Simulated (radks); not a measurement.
Q: All-electron atom: Dy I in [Xe] 4f10 6s2 (the NIST ground configuration). Method: scalar-relativistic Kohn-Sham, PBE, spin-polarised, spherical densities, finite nucleus; open shells are filled with parallel spins first (spin-orbit coupling, left out, can overturn this in heavy ions); Fermi nuclear charge, rms radius 5.2218 fm; hard spherical wall at 4 bohr; computed with a radial shooting solver on a logarithmic mesh with Libxc functionals. Some entries of the table are withheld. Estimate them.

| orbital | occ. | eigenvalue (Ry) | <1/r> (bohr^-1) |
|---|---|---|---|
| 1s up | 1 | -3942.594 | 74.55 |
| 1s down | 1 | -3942.594 | 74.55 |
| 2s up | 1 | -656.0253 | 17.33 |
| 2s down | 1 | -656.0229 | 17.33 |
| 2p up | 3 | -582.0693 | 16.09 |
| 2p down | 3 | -582.0676 | 16.09 |
| 3s up | 1 | -145.5899 | 6.374 |
| 3s down | 1 | -145.4769 | 6.378 |
| 3p up | 3 | -122.8796 | 5.974 |
| 3p down | 3 | -122.7669 | 5.978 |
| 3d up | 5 | -93.64924 | 5.666 |
| 3d down | 5 | -93.56326 | 5.670 |
| 4s up | 1 | -28.40405 | 2.688 |
| 4s down | 1 | -28.15282 | 2.687 |
| 4p up | 3 | -20.92666 | 2.465 |
| 4p down | 3 | -20.67817 | 2.464 |
| 4d up | 5 | -10.74127 | 2.173 |
| 4d down | 5 | -10.49602 | 2.171 |
| 5s up | 1 | -3.08692 | 1.015 |
| 5s down | 1 | -2.96217 | 1.003 |
| 5p up | 3 | -1.36614 | 0.8407 |
| 5p down | 3 | -1.27735 | 0.8275 |
| 4f up | 7 | 0.27412 | 1.561 |
| 4f down | 3 | 0.48542 | 1.526 |
| 5d up | 0 | 0.57801 | 0.5877 |
| 5d down | 0 | 0.61720 | 0.5789 |
| 6s up | 1 | 0.77851 | 0.5249 |
| 6s down | 1 | 0.80932 | 0.5258 |
| 6p up | 0 | 1.50667 | (1) |
| 6p down | 0 | 1.54352 | (2) |
| 7s up | 0 | 4.47833 | 0.6208 |
| 7s down | 0 | 4.52673 | 0.6221 |

A: 
(1) 6p up <1/r> (bohr^-1): 0.5484
(2) 6p down <1/r> (bohr^-1): 0.5512
